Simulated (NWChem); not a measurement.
Species: PbHBr, singlet; SMILES [PbH][Br]

Results from NWChem. Low-valent species are run as closed-shell singlets; no triplet was tried in these runs. Structure relaxed at the PBE0/def2-SVP level. def2 effective core potentials on Pb; no spin-orbit coupling. Level M06-L/def2-SVP: energy and gradient on several grids; changes count from the extra-fine grid, which is no exact limit either.

Problem. Which is the coarsest grid (xfine; coarse; medium; xcoarse; fine) from which on the energy stays within 100 μHa and each gradient component within 200 μHa/bohr of xfine?

Solution. medium.
| grid | size of the energy change (μHa) | largest change of a gradient component (μHa/bohr) |
|---|---|---|
| xcoarse | 1000 | 20000 |
| coarse | 50 | 1000 |
| medium | 10 | 50 |
| fine | 10 | < 30 |
| xfine | < 10 | < 30 |
